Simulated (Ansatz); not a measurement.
Ge2Te3⁻. Charge -1, multiplicity 2. Geometry PBE-D4/def2-SVPD, basis def2-TZVPD, Ansatz.

```xyz
5

Ge   -0.651   -0.789   -0.982
Ge    0.651    0.789    0.982
Te   -0.033   -1.804    1.473
Te   -1.775    1.508   -0.035
Te    1.808    0.297   -1.438
```

```tsv
run	HOMO (eV)	LUMO (eV)
A	-0.73	-0.46
B	-0.99	-0.48
C	-0.78	-0.54
D	-1.71	0.00
```

In the def2 sets Te takes a core potential; there is no spin–orbit coupling. The structure comes from a short search, and lower isomers may exist.

HOMO and LUMO are taken over both spins.

The runs used PBE, PBE0, r2SCAN, revPBE. Estimate which is which.

A revPBE (0 % exact exchange); B r2SCAN (0 % exact exchange); C PBE (0 % exact exchange); D PBE0 (25 % exact exchange). Exact exchange lowers occupied and raises empty levels; among semilocal functionals meta-GGAs tend to open the gap a little, and such runs are hard to tell apart. The gap grows from 0.24 eV (PBE) to 1.71 eV (PBE0).
